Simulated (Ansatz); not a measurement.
Computed with Ansatz on PBE0-D4/def2-TZVP structures; ΔE is electronic, products minus reactants. CCSD(T)/CBS is the MP2 limit (def2-TZVPP, def2-QZVPP) plus CCSD(T) − MP2 in def2-TZVPP, frozen cores. This one scheme is used for every species. DFT in def2-TZVPP. For Ge outer-core shells are correlated without core-valence functions, which leaves a few kJ/mol of doubt a bond. Scalar relativity is left out up to krypton. Each species was taken in one conformer, which may not be the lowest.

Consider the redistribution: `N[SiH](F)P` + `C[SiH2][GeH2][OH]` → `N[SiH](O)F` + `C[SiH2][GeH2][PH2]`.

CCSD(T)/CBS gives -109.6 kJ/mol.

(1) Another level gave -112.0 kJ/mol. Which?
A. PBE/def2-TZVPP
B. ωB97X-V/def2-TZVPP
C. ωB97M-V/def2-TZVPP
D. MP2/def2-TZVPP

Largest T1 diagnostic among the species: 0.012.

Answers

(1) D. MP2/def2-TZVPP -112.0, ωB97X-V -100.8, ωB97M-V -107.0, PBE -95.4 kJ/mol.

From PBE to PBE0 (25 % exact exchange), in def2-TZVPP and without D4, ΔE moves by −7.4 kJ/mol.
